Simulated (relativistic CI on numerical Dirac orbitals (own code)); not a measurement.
## Calculated levels, Tl⁷⁴⁺

Calculated at this level of theory: Dirac-Coulomb-Breit CI, separate exchange-only KLI orbitals for each configuration, a model potential for QED, unscaled Slater integrals (own radial code, finite nucleus).

Configuration list (outside the closed core 1s2): 2s²2p³, 2s2p⁴, 2p⁵, 2p⁴3s, 2s²2p²3s, 2p⁴3p, 2s²2p²3p, 2p⁴3d, 2s²2p²3d, 2s2p³3s, 2s2p³3p, 2s2p³3d, 2s²2p²4s, 2s²2p²4p, 2s²2p²4d, 2s²2p²4f, 2s²2p3s², 2s²2p3s3p, 2s2p³4s, 2s²2p²5s, 2s²2p3s3d, 2s²2p3p², 2s2p³4p, 2s²2p²5p, 2s²2p²5d, 2s²2p²5f, 2s²2p²5g, 2s2p³4d, 2s2p³4f, 2s²2p3p3d, 2s2p²3s², 2s²2p3d², 2s2p²3s3p, 2s2p²3s3d, 2s2p²3p², 2s2p²3p3d. Levels of other configurations are missing.

The lowest level is 2s²2p³ ²P°3/2, with 49 % of that term; Hund's rules for 2s²2p³ give ⁴S° with J = 3/2, of which the calculation keeps J, while another term leads.

| No. | Configuration | Term | J | E (Ry) | % | Next component (%) | Landé g | Lifetime (s) |
| --- | --- | --- | --- | --- | --- | --- | --- | --- |
| 1 | 2s²2p³ | ²P° | 3/2 | 0.00 | 49 | 27 ²D° | 1.300 |  |
| 2 | 2s²2p³ | ⁴S° | 3/2 | 156.31 | 55 | 44 ²D° | 1.426 | 1.15e-11 |
| 3 | 2s²2p³ | ²D° | 5/2 | 158.01 | 100 |  | 1.153 | 6.60e-11 |
| 4 | 2s²2p³ | ²P° | 1/2 | 162.56 | 100 |  | 0.604 | 2.11e-11 |
| 5 | 2s2p⁴ | ⁴P | 5/2 | 185.93 | 69 | 31 ²D | 1.430 | 1.36e-13 |
| 6 | 2s2p⁴ | ²S | 1/2 | 194.88 | 65 | 25 ⁴P | 1.970 | 3.84e-14 |
| 7 | 2s2p⁴ | ²P | 3/2 | 194.98 | 53 | 34 ²D | 1.161 | 2.04e-14 |
| 8 | 2s²2p³ | ²P° | 3/2 | 319.30 | 50 | 28 ²D° | 1.281 | 3.39e-12 |
| 9 | 2s2p⁴ | ⁴P | 3/2 | 344.63 | 86 | 10 ²D | 1.582 | 4.17e-14 |
| 10 | 2s2p⁴ | ²D | 5/2 | 347.81 | 69 | 31 ⁴P | 1.274 | 4.18e-14 |
| 11 | 2s2p⁴ | ²P | 1/2 | 353.55 | 65 | 35 ⁴P | 1.329 | 1.69e-14 |
| 12 | 2s2p⁴ | ²D | 3/2 | 354.05 | 56 | 43 ²P | 0.993 | 1.71e-14 |
| 13 | 2p⁵ | ²P° | 3/2 | 386.76 | 99 |  | 1.290 | 1.39e-14 |
| 14 | 2s2p⁴ | ⁴P | 1/2 | 511.49 | 41 | 34 ²S | 1.885 | 1.99e-14 |
| 15 | 2p⁵ | ²P° | 1/2 | 545.62 | 100 |  | 0.605 | 1.03e-14 |
| 16 | 2s²2p²3s | ⁴P | 1/2 | 775.28 | 45 | 32 ²S | 1.982 | 2.72e-15 |
| 17 | 2s²2p²3p | ²P° | 1/2 | 784.26 | 47 | 38 ⁴D° | 0.641 | 1.97e-13 |
| 18 | 2s²2p²3p | ²P° | 3/2 | 831.59 | 36 | 19 ⁴D° | 1.316 | 1.53e-13 |
| 19 | 2s²2p²3d | ²D | 3/2 | 838.89 | 43 | 32 ⁴F | 0.780 | 2.64e-15 |
| 20 | 2s²2p²3d | ²D | 5/2 | 851.40 | 37 | 18 ⁴D | 1.184 | 4.66e-16 |
| 21 | 2s²2p²3s | ⁴P | 3/2 | 933.08 | 88 | 10 ²P | 1.645 | 4.32e-15 |
| 22 | 2s²2p²3s | ²P | 1/2 | 933.95 | 67 | 33 ⁴P | 1.286 | 1.97e-15 |
| 23 | 2s²2p²3s | ²D | 5/2 | 934.53 | 65 | 34 ⁴P | 1.294 | 3.85e-15 |
| 24 | 2s²2p²3s | ²D | 3/2 | 935.13 | 64 | 35 ²P | 0.940 | 2.08e-15 |
| 25 | 2s²2p²3p | ⁴P° | 1/2 | 941.92 | 49 | 28 ⁴D° | 1.724 | 3.10e-13 |
| 26 | 2s²2p²3p | ⁴D° | 3/2 | 942.37 | 55 | 23 ²D° | 1.116 | 2.65e-13 |
| 27 | 2s²2p²3p | ²F° | 5/2 | 943.33 | 50 | 30 ²D° | 1.030 | 2.07e-13 |
| 28 | 2s²2p²3p | ²P° | 3/2 | 947.11 | 43 | 26 ²D° | 1.292 | 1.26e-13 |
| 29 | 2s2p³3s | ⁴P° | 5/2 | 959.29 | 49 | 25 ⁶S° | 1.574 | 5.40e-15 |
| 30 | 2s2p³3s | ²P° | 3/2 | 961.78 | 35 | 24 ⁴S° | 1.407 | 2.31e-15 |
| 31 | 2s2p³3s | ²P° | 1/2 | 967.41 | 43 | 30 ⁴D° | 0.823 | 2.15e-15 |
| 32 | 2s2p³3s | ²P° | 3/2 | 968.24 | 39 | 21 ⁴S° | 1.364 | 4.58e-15 |
| 33 | 2s2p³3p | ⁴P | 3/2 | 969.09 | 30 | 20 ⁶P | 1.640 | 3.29e-15 |
| 34 | 2s2p³3p | ²D | 5/2 | 969.11 | 26 | 22 ⁴P | 1.311 | 1.29e-15 |
| 35 | 2s2p³3p | ²P | 1/2 | 976.42 | 36 | 29 ⁴P | 1.257 | 1.22e-15 |
| 36 | 2s2p³3p | ²D | 3/2 | 976.52 | 36 | 21 ⁴F | 0.956 | 1.84e-15 |
| 37 | 2s²2p²3p | ⁴D° | 5/2 | 988.52 | 52 | 34 ⁴P° | 1.400 | 1.37e-13 |
| 38 | 2s²2p²3p | ²P° | 1/2 | 988.86 | 37 | 30 ⁴P° | 1.548 | 1.06e-13 |
| 39 | 2s²2p²3p | ²D° | 3/2 | 989.24 | 53 | 24 ²P° | 1.109 | 1.18e-13 |
| 40 | 2s²2p²3p | ²F° | 7/2 | 989.69 | 65 | 35 ⁴D° | 1.206 | 1.25e-13 |
| 41 | 2s²2p²3p | ⁴S° | 3/2 | 991.49 | 33 | 28 ²P° | 1.408 | 1.59e-13 |
| 42 | 2s²2p²3p | ²D° | 5/2 | 992.15 | 67 | 15 ²F° | 1.165 | 1.23e-13 |
| 43 | 2s²2p²3p | ²P° | 1/2 | 994.13 | 87 | 8 ⁴D° | 0.613 | 8.21e-14 |
| 44 | 2s²2p²3d | ⁴F | 3/2 | 996.99 | 43 | 26 ²P | 0.916 | 1.32e-15 |
| 45 | 2s²2p²3d | ⁴F | 5/2 | 997.05 | 52 | 39 ²F | 0.947 | 3.60e-15 |
| 46 | 2s²2p²3d | ⁴D | 1/2 | 997.56 | 78 | 16 ²P | 0.256 | 2.41e-15 |
| 47 | 2s²2p²3d | ²G | 7/2 | 998.30 | 56 | 25 ²F | 0.988 | 1.51e-14 |
| 48 | 2s²2p²3d | ²D | 5/2 | 999.55 | 37 | 32 ²F | 1.108 | 3.58e-16 |
| 49 | 2s²2p²3d | ²D | 3/2 | 999.98 | 47 | 24 ²P | 1.092 | 3.49e-16 |
| 50 | 2s²2p²3d | ²P | 1/2 | 1000.81 | 39 | 31 ⁴P | 1.563 | 3.29e-16 |
| 51 | 2s²2p²3d | ⁴D | 7/2 | 1008.03 | 46 | 38 ⁴F | 1.291 | 2.27e-14 |
| 52 | 2s²2p²3d | ²G | 9/2 | 1009.54 | 65 | 35 ⁴F | 1.157 | 3.35e-12 |
| 53 | 2s²2p²3d | ²P | 3/2 | 1009.58 | 41 | 24 ⁴P | 1.309 | 6.13e-16 |
| 54 | 2s²2p²3d | ²F | 5/2 | 1009.77 | 44 | 20 ⁴P | 1.124 | 4.80e-16 |
| 55 | 2s²2p²3d | ²D | 5/2 | 1011.01 | 57 | 28 ⁴P | 1.249 | 3.24e-16 |
| 56 | 2s²2p²3d | ²F | 7/2 | 1011.66 | 70 | 13 ⁴F | 1.121 | 2.89e-16 |
| 57 | 2s²2p²3d | ²D | 3/2 | 1012.32 | 57 | 28 ²P | 0.956 | 4.29e-16 |
| 58 | 2s²2p²3d | ²P | 1/2 | 1012.71 | 56 | 38 ²S | 1.237 | 4.12e-16 |
| 59 | 2s2p³3p | ⁴D | 7/2 | 1015.00 | 49 | 24 ⁶P | 1.403 | 3.04e-14 |
| 60 | 2s2p³3p | ²P | 3/2 | 1015.82 | 31 | 29 ⁴P | 1.478 | 2.09e-15 |
| 61 | 2s2p³3p | ⁴P | 5/2 | 1017.35 | 38 | 29 ²D | 1.389 | 2.25e-15 |
| 62 | 2s2p³3p | ²P | 1/2 | 1017.70 | 41 | 26 ⁴P | 1.370 | 1.36e-15 |
| 63 | 2s2p³3p | ²D | 5/2 | 1022.99 | 33 | 28 ⁴P | 1.252 | 2.68e-15 |
| 64 | 2s2p³3d | ⁴D° | 5/2 | 1023.16 | 30 | 19 ⁴F° | 1.221 | 4.20e-15 |
| 65 | 2s2p³3d | ⁴D° | 3/2 | 1023.64 | 30 | 21 ⁶D° | 1.318 | 2.01e-15 |
| 66 | 2s2p³3d | ²F° | 7/2 | 1023.87 | 26 | 22 ⁴F° | 1.196 | 1.63e-14 |
| 67 | 2s2p³3d | ⁴P° | 1/2 | 1024.08 | 47 | 25 ⁶D° | 2.175 | 4.48e-15 |
| 68 | 2s2p³3p | ²P | 3/2 | 1024.52 | 37 | 23 ²D | 1.218 | 3.05e-15 |
| 69 | 2s2p³3p | ⁴P | 1/2 | 1024.93 | 38 | 30 ²P | 1.730 | 1.70e-14 |
| 70 | 2s2p³3d | ²D° | 3/2 | 1030.64 | 38 | 24 ⁴F° | 0.899 | 3.59e-15 |

Energies count from the lowest computed level; ° marks odd parity; lifetimes are radiative, by E1, M1, E2, M2 decay to levels of this space only.

The mean weight of the leading LS term, summed over parents, in these 70 levels is 52 %, and that of the leading jj configuration (from the same eigenvectors) 99 %, so jj coupling describes them better and the LS labels are nominal.

At this charge energies of transitions that change n are usually good to better than 1 %, and those within a shell (Δn = 0) to a few per cent.

LS names give the leading component of a level, which can be under half, so a name can repeat, a term be missing and a line seem to break the LS rules.
